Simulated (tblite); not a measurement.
Compound: C₃H₇O₃Si (doublet state).
Geometry (GFN2-xTB, Å), atoms numbered from 1 in this order:
```xyz
14
C3H7O3Si angstrom
C      0.3033   -1.3897    0.7201
C      0.0100   -0.5311   -0.4551
Si     1.2500    1.2108   -0.3406
O      0.6254    2.2050   -1.3024
C     -1.2649    0.1950   -0.4779
O     -1.9985    0.2111   -1.4327
O     -1.5470    0.8082    0.6772
H      0.0754   -0.8751    1.6501
H      1.3395   -1.7218    0.7202
H     -0.3226   -2.2866    0.6702
H      0.2496   -0.9571   -1.4207
H      2.4138    0.3989   -0.7206
H      1.2206    1.3963    1.1058
H     -2.3553    1.3355    0.5842
```

All values are computed: GFN2-xTB (tblite) harmonic vibrations without scaling, gas phase. Against measured fundamentals such values can be off by several per cent, at times by over 20. Modes of hydrogen on silicon can be 10 to 20 % off. One conformer, not necessarily the lowest. Open shells enter through the occupations alone, without spin polarisation, and single modes of such species can be off by tens of per cent.

Harmonic wavenumbers (cm⁻¹): 61.9, 83.9, 118.1, 156.7, 191.2, 209.6, 224.1, 242.1, 453.0, 506.1, 551.9, 572.2, 604.1, 690.8, 744.9, 836.9, 860.2, 886.7, 997.1, 1029.6, 1137.3, 1149.1, 1245.5, 1309.0, 1318.5, 1387.1, 1450.1, 1452.3, 1738.1, 2184.1, 2311.6, 2941.4, 3025.6, 3046.6, 3067.3, 3460.2.

A = 2667, B = 1964, C = 1455 MHz; mass 119.016 u (most abundant isotopes); point group C1, symmetry number 1; spin multiplicity 2.

Q: Zero-point energy?

A: ½Σν̃ = 21122 cm⁻¹ = 252.68 kJ/mol.

Q: Entropy at 298.15 K, 1 bar (ideal gas, RRHO, classical rotation)?

A: Translation 168.46, rotation 117.72, vibration 109.99, spin (R ln 2) 5.76: S = 401.9 J/(mol K).

Q: And Cp and H(298.15 K) − H(0)?

A: Cp = 142.57 J/(mol K), of which vibrations give 109.32 (their classical limit is 36 R = 299.3); H(298.15 K) − H(0) = 27.30 kJ/mol without the zero-point energy, 17.39 from vibrations.

Q: What must be added to the electronic energy to get the Gibbs energy at 298.15 K and 1 bar?

A: ZPE + [H(298.15 K) − H(0)] − T·S = 252.68 + 27.30 − 119.84 = 160.14 kJ/mol.

Q: Blend soft modes into free rotors: weight 1/[1 + (100 cm⁻¹/ν̃)⁴] for the oscillator and the rest for a rotor with moment μB/(μ + B), μ = h/(8π²ν), B = 10⁻⁴⁴ kg m². What vibrational entropy results?

A: 103.30 J/(mol K) in place of 109.99, which changes −T·S at 298.15 K by +2.00 kJ/mol.

Q: How do the functions run with temperature in this model?

A: 
```tsv
T (K)	S (J/(mol K))	Cp (J/(mol K))	H − H(0) (kJ/mol)	G − H(0) (kJ/mol)	ln q(vib)
100	287.0	77.6	5.31	-23.39	1.39
200	351.5	111.6	14.81	-55.49	3.86
300	402.8	143.1	27.57	-93.28	6.26
500	488.7	194.4	61.64	-182.72	10.77
800	591.5	242.0	127.78	-345.39	16.87
1000	647.8	262.4	178.33	-469.45	20.51
```

q(vib) and H(0) count from the zero-point level.

Hindered rotation and anharmonicity are outside this model. Other conformers, if any are populated, would add a mixing term that is left out. The structure is chiral; the term R ln 2 for an equal mix with its mirror image is left out.
